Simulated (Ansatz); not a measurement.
One change: `[F][GeH]([Cl])[I]` becomes `[F][GeH]([Cl])[O][SiH3]`.

Ansatz, PBE0-D4/def2-TZVP geometries, multiplicity 1. Each molecule was computed in one conformer, which needn't be the lowest.

Elements past krypton have def2 core potentials. Scalar relativity is left out up to krypton.

| property | `[F][GeH]([Cl])[I]` |
| --- | --- |
| HOMO–LUMO gap (PBE0/def2-TZVPP) / eV | 6.48 |
| size of the dipole moment (PBE/def2-TZVPP) / D | 1.68 |
| LUMO energy (PBE/def2-TZVPP) / eV | -2.69 |
| HOMO energy (PBE/def2-TZVPP) / eV | -7.12 |
| HOMO–LUMO gap (ωB97M-V/def2-TZVPP) / eV | 10.54 |
| LUMO energy (PBE0/def2-TZVPP) / eV | -1.82 |

**Question.** What does the change do to each property? (An estimate is asked.)

**Answer.** Computed: 
```
                                      property  `[F][GeH]([Cl])[O][SiH3]`  shift
          HOMO–LUMO gap (PBE0/def2-TZVPP) / eV                       8.53   2.05
size of the dipole moment (PBE/def2-TZVPP) / D                       1.38  -0.30
             LUMO energy (PBE/def2-TZVPP) / eV                      -1.64   1.05
             HOMO energy (PBE/def2-TZVPP) / eV                      -7.69  -0.57
       HOMO–LUMO gap (ωB97M-V/def2-TZVPP) / eV                      12.74   2.20
            LUMO energy (PBE0/def2-TZVPP) / eV                      -0.62   1.20
```

With PBE0 the HOMO falls by 0.85 eV and the LUMO rises by 1.20 eV, so the gap widens by about 2.05 eV. PBE moves the HOMO by -0.57 eV and ωB97M-V by -1.01 eV. The zero-point energy changes by 76.5 kJ/mol with +12 modes. Dipoles are sizes alone; their direction can turn.

Spin–orbit coupling is left out; it splits and shifts lone-pair levels of the heavy atoms by tenths of an eV.
